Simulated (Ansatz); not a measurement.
W₂N₂ was relaxed with PBE-D4 (def2-TZVP) in Ansatz in these states: neutral quintet, neutral triplet. The geometries follow in no particular order.

In the def2 sets W takes a core potential; there is no spin–orbit coupling.

A:

Cartesian coordinates in Å:
```
W 0.991 0.207 0.760
W 1.481 -1.809 -0.004
N -0.744 0.672 -0.126
N -1.728 0.931 -0.630
```

B:

```xyz
4

W    -0.444   -0.205    1.209
W    -1.739   -1.382   -0.051
N     0.744    0.565   -0.194
N     1.438    1.022   -0.964
```

Problem. Judge from the bond lengths which geometry belongs to which state (an estimate).

Solution. A is the neutral quintet (W1–W2 2.211 Å, W1–N3 2.002 Å, N3–N4 1.135 Å); B is the neutral triplet (W1–W2 2.157 Å, W1–N3 1.993 Å, N3–N4 1.133 Å).

At PBE-D4/def2-TZVP the charge 0 triplet is spin-contaminated (final ⟨S²⟩ up to 2.20, 2.00 for a pure state). At PBE0-D4/def2-TZVP a broken-symmetry singlet lies 0.84 eV below the neutral quintet. At PBE0-D4/def2-TZVP a broken-symmetry singlet lies 0.39 eV below the neutral triplet. These are the stationary points nearest to one start from a short search; other shapes may lie lower in each state.
